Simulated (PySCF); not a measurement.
Order these species by their calculated properties.

Species are written as SMILES; each is one conformer at its optimised geometry, gas phase, non-relativistic unless stated; the electronic structure was computed with PySCF and density fitting.

Dipoles, sizes and rotational constants follow the conformer. The torsions of the flexible species, by atom-mapped SMILES:
- `[CH3:1][c:2]1[cH:3][c:4]([Cl:5])[s:6][c:7]1[S:8](=[O:9])(=[O:10])[Cl:11]`: S6–C7–S8–O9 -143°
- `[CH2:1]=[C:2]([CH:3]=[O:4])[Si@@H:5]([NH:6][SiH3:7])[SiH2:8][CH3:9]`: C1–C2–C3–O4 -166°, C1–C2–Si5–N6 -2°, C2–Si5–N6–Si7 -165°, C2–Si5–Si8–C9 105°
- `[CH3:1][O:2][CH2:3][O:4][SiH2:5][CH:6]([SiH3:7])[SiH3:8]`: C1–O2–C3–O4 -69°, O2–C3–O4–Si5 -50°, C3–O4–Si5–C6 -177°, O4–Si5–C6–Si7 -178°
- `[CH3:1][CH2:2][Si@@H:3]([O:4][SiH3:5])[Si@@H:6]([CH3:7])[PH2:8]`: C1–C2–Si3–O4 175°, C2–Si3–O4–Si5 148°, C2–Si3–Si6–C7 138°, H–P8–Si6–Si3 -51°, H–P8–Si6–Si3 42°
- `[CH3:1][CH2:2][C:3]([CH3:4])([CH3:5])[P:6]=[C:7]=[O:8]`: C1–C2–C3–C4 179°, C2–C3–P6–C7 180°
- `[CH2:1]=[CH:2][CH2:3]/[N:4]=[CH:5]/[C:6]#[C:7][CH2:8][NH2:9]`: C1–C2–C3–N4 131°, C2–C3–N4–C5 -120°, H–N9–C8–C7 -59°, H–N9–C8–C7 59°
- `[CH2:1]=[CH:2][C:3]([CH:4]=[CH2:5])=[N:6]/[N:7]=[CH:8]\[CH3:9]`: C1–C2–C3–C4 8°, C2–C3–C4–C5 180°, C3–N6–N7–C8 104°
- `[CH:1]#[C:2][P@@H:3](=[O:4])[C@@H:5]([CH3:6])[CH2:7][CH3:8]`: C2–P3–C5–C6 62°, P3–C5–C7–C8 -60°

The conformers of `C=CP1CCOCC1`, `CC1=C(C)[P@@H](=O)CC1` and `CP1(=N[SiH3])CCSCC1` aren't listed.

(1) Rank by dipole moment, highest first (PBE0/pcSseg-1 at GFN2-xTB geometries).
A. `C=C(C=O)[Si@@H](N[SiH3])[SiH2]C`
B. `P[Si@@H]([Si@H](O[SiH3])CC)C`
C. `C=CC/N=C/C#CCN`
D. `CCC(C)(C)P=C=O`
E. `COCO[SiH2]C([SiH3])[SiH3]`
F. `Cc1cc(Cl)sc1S(=O)(=O)Cl`

(2) By how much do the two ends of that ranking differ?

(3) Rank by HOMO energy, lowest first (PBE0/pcSseg-1 at GFN2-xTB geometries).
A. `C=CP1CCOCC1`
B. `C=C(C=O)[Si@@H](N[SiH3])[SiH2]C`
C. `CCC(C)(C)P=C=O`
D. `C=CC(C=C)=N/N=C\C`
E. `C#C[P@@H](=O)[C@@H](C)CC`
F. `CC[Si@@H](O[SiH3])[Si@@H](C)P`
G. `Cc1cc(Cl)sc1S(=O)(=O)Cl`
H. `COCO[SiH2]C([SiH3])[SiH3]`

(4) Rank by HOMO–LUMO gap, lowest first (PBE0/pcSseg-1 at GFN2-xTB geometries).
A. `COCO[SiH2]C([SiH3])[SiH3]`
B. `CCC(C)(C)P=C=O`
C. `C=CP1CCOCC1`
D. `C=CC/N=C/C#CCN`
E. `CC[C@@H]([P@H](=O)C#C)C`
F. `C=C(C=O)[Si@@H](N[SiH3])[SiH2]C`
G. `CP1(=N[SiH3])CCSCC1`
H. `CC1=C(C)[P@@H](=O)CC1`

(5) Give the two extremes of that set in kcal/mol.

(6) Rank by smallest rotational constant, lowest first (GFN2-xTB).
A. `Cl[C]1CC1` [radical]
B. `CC1=C(S(=O)(=O)Cl)SC(Cl)=C1`
C. `C#C[P@@H](=O)[C@@H](C)CC`
D. `CCC(C)(C)P=C=O`
E. `CC[Si@@H](O[SiH3])[Si@@H](C)P`
F. `C(=C)C(C=C)=N/N=C\C`

## Answers

(1) F (4.40 D), A (2.97 D), D (2.51 D), E (1.54 D), C (1.27 D), B (1.04 D).

(2) By 3.36 D, between `Cc1cc(Cl)sc1S(=O)(=O)Cl` and `CC[Si@@H](O[SiH3])[Si@@H](C)P`.

(3) H (-8.11 eV), E (-7.78 eV), G (-7.64 eV), F (-7.10 eV), B (-6.93 eV), A (-6.64 eV), C (-6.47 eV), D (-6.08 eV).

(4) B (4.70 eV), F (4.83 eV), D (6.00 eV), C (6.33 eV), H (6.97 eV), G (7.19 eV), E (7.39 eV), A (8.38 eV).

(5) `CCC(C)(C)P=C=O`: 108 kcal/mol; `COCO[SiH2]C([SiH3])[SiH3]`: 193 kcal/mol.

(6) B (0.355 GHz), E (0.487 GHz), F (0.835 GHz), C (0.950 GHz), D (1.030 GHz), A (3.527 GHz).
